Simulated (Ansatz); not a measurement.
A series at In: from `[Br][In]([Br])[Br]`, ligands are replaced one by one, each step taking up H–F and setting free HBr; n counts the steps. Ansatz, PBE0-D4/def2-TZVP geometries.

CBS adds triple-zeta CCSD(T) − MP2 to the MP2 limit, frozen cores; atoms without spin–orbit coupling. Elements past krypton have def2 core potentials. Outer-core shells of Br, In are correlated without core-valence functions. Scalar relativity is left out up to krypton. Spin–orbit coupling is left out.

```tsv
n	molecule	atomization energy, CCSD(T)/CBS (kJ/mol)
0	`[Br][In]([Br])[Br]`	918.3
1	`[F][In]([Br])[Br]`	?
2	`[F][In]([F])[Br]`	1139.1
3	`[F][In]([F])[F]`	1243.2
```

Q: By hand: fit a straight line y = ȳ + b (n − n̄) to the 3 given rows and predict n = 1.

A: n̄ = 1.667, ȳ = 1100.20; Σ(n − n̄)(y − ȳ) = 506.80, Σ(n − n̄)² = 4.667, so b = 108.59 kJ/mol a step. Prediction: 1100.20 + (108.59) × (-0.667) = 1027.8 kJ/mol.

Q: By hand: compare with the computed value, 1030.2 kJ/mol, and give the steps along the whole series.

A: The line misses by 2.4 kJ/mol (computed minus predicted). Steps: 111.9, 108.9, 104.1 kJ/mol.

The steps differ by at most 7.8 kJ/mol, 7 % of a mean step, so the ligands' effects nearly add and a line is close. The miss is 0.7 % of the series' range. The energies themselves are unsure by some kJ/mol a bond, though much of that is common to the series.
